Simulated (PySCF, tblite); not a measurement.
Isomers of C7H14N2, one GFN2-xTB conformer each. Single-point energies are computed at PBE0/pcSseg-1 (PySCF, gas phase, no added dispersion term), electronic only.

Question: Rank them by PBE0/pcSseg-1 energy, lowest first (kJ/mol).
A. `[CH3:1][CH2:2][C:3]1=[N:4][N:5]([CH3:6])[CH2:7][C@@H:8]1[CH3:9]` with C1–C2–C3–N4 -114°, C3–N4–N5–C6 150°, N4–N5–C7–C8 -17°, N5–C7–C8–C9 136°, C2–C3–C8–C7 175°
B. `[CH2:1]1[CH2:2][CH2:3][N:4]([NH:5][CH:6]2[CH2:7][CH2:8]2)[CH2:9]1` with C3–N4–N5–C6 152°, N4–N5–C6–C7 -142°, C9–C1–C2–C3 -36°, C1–C2–C3–N4 21°, C2–C3–N4–N5 133°, N5–C6–C7–C8 107°
C. `[CH3:1][CH2:2]/[CH:3]=[N:4]\[NH:5][CH:6]1[CH2:7][CH2:8][CH2:9]1` with C1–C2–C3–N4 -85°, C3–N4–N5–C6 165°, N4–N5–C6–C7 -104°, N5–C6–C7–C8 -131°, C6–C7–C8–C9 12°, C7–C8–C9–C6 -12°, N5–C6–C9–C8 133°

Answer: A (0.0), C (104.8), B (111.5).

As drawn, the lowest has a C=N bond, which the highest lacks; the highest has a three-membered ring and an N–H bond, which the lowest lacks. Neighbours under 10 kJ/mol apart (CC/C=N\NC1CCC1 and C1CCN(NC2CC2)C1) can change places with a better method, another conformer or zero-point energy. GFN2-xTB itself gives, in the same order: 0.0, 101.7, 93.5. Both levels put the same isomer lowest; measured from each level's own lowest isomer, the values differ by up to 18.0 kJ/mol (C1CCN(NC2CC2)C1: 93.5 against 111.5).

Which frontier levels, dipoles and rotational constants go with these structures?

```json
{"SMILES": "CCC1=NN(C)C[C@@H]1C", "HOMO (eV, PBE0/pcSseg-1)": "-5.53", "LUMO (eV)": "0.60", "dipole (D)": "1.99", "A, B, C (MHz)": "2566, 1202, 916.2"}
{"SMILES": "CC/C=N\\NC1CCC1", "HOMO (eV, PBE0/pcSseg-1)": "-5.89", "LUMO (eV)": "0.55", "dipole (D)": "1.86", "A, B, C (MHz)": "3651, 739.0, 689.2"}
{"SMILES": "C1CCN(NC2CC2)C1", "HOMO (eV, PBE0/pcSseg-1)": "-6.06", "LUMO (eV)": "1.33", "dipole (D)": "1.51", "A, B, C (MHz)": "4524, 863.1, 814.5"}
```

What happens when harmonic zero-point energies from GFN2-xTB frequencies are added?

```csv
SMILES,ZPE (kJ/mol),electronic (kJ/mol),with ZPE (kJ/mol)
CCC1=NN(C)C[C@@H]1C,530.1,0.0,0.0
CC/C=N\NC1CCC1,530.4,104.8,105.1
C1CCN(NC2CC2)C1,533.8,111.5,115.2
```

The zero-point energies span 3.7 kJ/mol. The order is unchanged.
